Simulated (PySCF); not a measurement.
## Spinor energies of Xe⁴⁶⁺ (xenon, charge +46)

Start: [He] 2s2 2p4; 2p1/2 filled at m_j = -1/2, +1/2; 2p3/2 filled at m_j = +1/2, +3/2. Calculated with PySCF 2.14 in an even-tempered Gaussian basis (17 s from 25 bohr⁻², ratio 2.4; 12 p from 33 bohr⁻², ratio 2.4; 5 d from 110 bohr⁻², ratio 2.6; 4 f from 170 bohr⁻², ratio 2.6): generalised Hartree-Fock with the X2C-1e Hamiltonian and a Gaussian nucleus; one run each with spin-orbit coupling (SO) switched off, then screened by Boettger's factors.

```tsv
spinor shell	electrons	ε, spin-free (eV)	ε, screened SO (eV)	weight of nominal j (screened SO)	rms radius, screened SO (bohr)
1s1/2	2	-38388.8	-38376.2	1.000	0.0304
2s1/2	2	-8730.3	-8726.5	1.000	0.120
2p1/2	2	-8262.4	-8490.4	0.998	0.103
2p3/2	2	-8262.4	-8152.6	0.999	0.107
```

```csv
quantity,spin-free,screened SO
E (hartree),-4983.39588,-4992.89629
M_J,2,2
⟨J²⟩,6.000,6.000
⟨L²⟩,2.000,3.194
⟨S²⟩,2.000,1.409
```

Each row is a mean over spinors that exchange with the open shell spreads, by up to 62.413 eV (2s1/2).

Breit and QED terms are absent; they matter most for the inner s and p1/2 levels.

Densities and radii are taken from the X2C orbitals without a picture-change correction, which distorts them close to the nucleus.

Without spin-orbit coupling the j labels of p, d and f shells carry no meaning; the spin-free column gives the mean over the occupied spinors of each nl shell.
